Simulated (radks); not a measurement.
Q: Ce, 58 electrons, occupied as [Xe] 4f0.5 5d1.5 6s2 (fractional occupations, a model configuration). All-electron calculation, scalar-relativistic Kohn-Sham, SCAN, spin-polarised, spherical densities, finite nucleus; open shells are filled with parallel spins first (spin-orbit coupling, left out, can overturn this in heavy ions); meta-GGA in the generalised Kohn-Sham scheme; Fermi nuclear charge, rms radius 4.8771 fm. Program: a radial shooting solver on a logarithmic mesh with Libxc functionals. Some entries of the table are withheld. Estimate them.

| orbital | occ. | eigenvalue (Ry) | <1/r> (bohr^-1) | r(max) (bohr) |
|---|---|---|---|---|
| 1s down | 1 | -2964.641 | 63.34 | 0.01574 |
| 1s up | 1 | -2964.641 | 63.34 | 0.01574 |
| 2s up | 1 | -476.4077 | 14.62 | 0.08897 |
| 2s down | 1 | -476.4045 | 14.62 | 0.08897 |
| 2p up | 3 | -426.4072 | 13.83 | 0.07170 |
| 2p down | 3 | -426.4045 | 13.83 | 0.07170 |
| 3s up | 1 | -103.4874 | 5.315 | 0.2542 |
| 3s down | 1 | -103.4737 | 5.316 | 0.2542 |
| 3p up | 3 | -87.46070 | 5.025 | 0.2490 |
| 3p down | 3 | -87.44636 | 5.026 | 0.2490 |
| 3d up | 5 | -64.74427 | 4.758 | 0.2055 |
| 3d down | 5 | -64.73095 | 4.759 | 0.2055 |
| 4s up | 1 | -21.42772 | 2.209 | 0.5929 |
| 4s down | 1 | -21.38585 | 2.209 | 0.5928 |
| 4p up | 3 | -16.15607 | 2.041 | 0.6186 |
| 4p down | 3 | -16.11347 | 2.040 | 0.6185 |
| 4d up | 5 | -8.55543 | 1.783 | 0.6510 |
| 4d down | 5 | -8.50966 | 1.783 | 0.6510 |
| 5s up | 1 | -3.21356 | 0.8764 | 1.364 |
| 5s down | 1 | -3.16945 | 0.8785 | 1.367 |
| 5p up | 3 | -1.88294 | 0.7507 | (1) |
| 5p down | 3 | -1.82093 | 0.7580 | (2) |
| 4f up | 0.5 | -0.60040 | 1.242 | 0.6983 |
| 6s up | 1 | -0.31418 | (3) | 3.531 |
| 5d up | 1.5 | -0.29930 | 0.4742 | 2.143 |
| 6s down | 1 | -0.26667 | (4) | 3.852 |

A: 
(1) 5p up r(max) (bohr): 1.533
(2) 5p down r(max) (bohr): 1.523
(3) 6s up <1/r> (bohr^-1): 0.3104
(4) 6s down <1/r> (bohr^-1): 0.2751
